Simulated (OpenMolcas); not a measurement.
Pt6+ among 8 point charges of -1.2 e arranged as a cube (Oh).

```yaml
Program: OpenMolcas
Method: "SS-CASPT2, IPEA 0.25 Eh, imaginary shift 0.1 Eh (closed shells correlated: 5s 5p)"
Basis: ANO-RCC-VDZP [7s6p4d2f]
Scalar_Hamiltonian: DKH2, point nucleus
Active_space: 4 electrons in 5 orbitals (5d)
State_averaging: 2S+1 = 5 even, 5 roots; 2S+1 = 3 even, 45 roots; 2S+1 = 1 even, 50 roots
Spin-orbit_coupling: RASSI with atomic mean-field integrals over the reference wave functions
```

All point charges move together. At R = 2.04 Å the first state of the same spin is 3100 cm-1, and at R = 2.17 Å it is 2280 cm-1.

Task: A third run gives 1600 cm-1. What distance was it run at?

Result: With a power law R^-n the two known points give n = -ln(2280 / 3100) / ln(2.17 / 2.04) = 4.97. Then R = 2.04 × (3100 / 1600)^(1/4.97) = 2.330 Å. The run was at 2.33 Å, so the estimate is off by 0 Å.

Roots that are degenerate in the reference are averaged as groups; the widest CASPT2 spread within a group is 200 cm-1 (the 3-fold group of multiplicity 3 near 20900 cm-1 above the lowest state of its run, R = 2.04). Shifts and gaps below about the spread of the groups concerned are not significant. Point charges give a weaker field than real ligands, and real ions of this kind are as a rule low spin; the high spin found here belongs to the model. The ground term spreads over less than 5000 cm-1, several times less than with real ligands, so orbital moments are less quenched and χT lies further from the spin-only value than at real sites. Free-ion shares, where given, are those of the reference states; single-state CASPT2 does not remix them. Spin-orbit coupling mixes the spin-free states strongly: the lowest level takes only 38 % from its leading state, 5T2 (figures for R = 2.04; the like holds for R = 2.17, R = 2.33). This is an electrostatic model: the charges have no orbitals. No measured value stands beside these numbers.
